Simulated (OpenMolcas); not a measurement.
## Tc4+: ligand-field states by method

Tc4+ with 6 ligands (ammonia) in octahedral coordination (S6) at 2.06 Å. Ligand basis ANO-RCC-VDZP.

```json
{
 "Program": "OpenMolcas",
 "Basis": "ANO-RCC-VDZP [6s5p3d1f]",
 "Scalar Hamiltonian": "DKH2, point nucleus",
 "Active space": "3 electrons in 5 orbitals (4d)",
 "State averaging": "2S+1 = 4 even, 10 roots; 2S+1 = 2 even, 40 roots",
 "Spin-orbit coupling": "RASSI with atomic mean-field integrals over the reference wave functions"
}
```

I. CASSCF
II. SS-CASPT2, IPEA 0.25 Eh, imaginary shift 0.1 Eh (closed shells correlated: 4s 4p and the ligand valence shells)

Spin-free states in cm-1, each column counted from its own energy of the first state listed:

| State | Degeneracy | I | II |
| --- | --- | --- | --- |
| 2S+1 = 4 | 1 | 0 | 0 |
| 2S+1 = 2 | 2 | 15821 | 12670 |
| 2S+1 = 2 | 1 | 16165 | 13110 |
| 2S+1 = 2 | 2 | 16200 | 12960 |
| 2S+1 = 2 | 2 | 25476 | 20840 |
| 2S+1 = 2 | 1 | 25543 | 20900 |
| 2S+1 = 4 | 1 | 45437 | 49740 |
| 2S+1 = 4 | 2 | 45581 | 50030 |
| 2S+1 = 4 | 1 | 53082 | 55500 |
| 2S+1 = 4 | 2 | 53217 | 55840 |
| 2S+1 = 2 | 1 | 57301 | 59040 |
| 2S+1 = 2 | 1 | 57562 | 58880 |
| 2S+1 = 2 | 2 | 57681 | 59130 |
| 2S+1 = 2 | 2 | 59505 | 60800 |
| 2S+1 = 2 | 1 | 59592 | 60820 |
| 2S+1 = 2 | 2 | 61576 | 62540 |
| 2S+1 = 2 | 1 | 63272 | 63400 |
| 2S+1 = 2 | 2 | 63346 | 63530 |
| 2S+1 = 2 | 2 | 68391 | 67340 |
| 2S+1 = 2 | 1 | 68549 | 67320 |

From I to II, I's first state of the same spin (2S+1 = 4) moves from 45437 to 49740 cm-1, by about +4300 cm-1.

From I to II, I's first state of another spin (2S+1 = 2) moves from 15821 to 12670 cm-1, by about -3200 cm-1.

χT at 300 K: I 1.82, II 1.82 cm3 K/mol.

Roots that are degenerate in the reference are averaged as groups; the widest CASPT2 spread within a group is 98 cm-1 (the 2-fold group of multiplicity 2 near 113000 cm-1 above the lowest state of its run, II). Shifts and gaps below about the spread of the groups concerned are not significant. Over all roots computed the reference weight is 0.68 to 0.69 in II; a low but even weight reflects the number of correlated electrons. The least metal-like active orbital is 67 % on the metal (Löwdin) and no ligand orbital is active, so the numbers are rough. Ligand-to-metal charge-transfer states are missing. With no ligand orbital active B as a rule stays too high, so bands that hang on it stand too high and its fall with covalency is understated. Without dynamic correlation the repulsion within the d shell is too large (B by tens of per cent), so at a given field states of lower spin stand too high (holds for I). With metal d orbitals alone the field can be off either way by tens of per cent (holds for I). With one d shell and no ligand orbital active, 10Dq can be off by a tenth or more (holds for II). No measured value stands beside these numbers; the geometry was imposed, not optimised, and the real ion may take another.

A state without a sure symmetry label is named by its multiplicity alone.
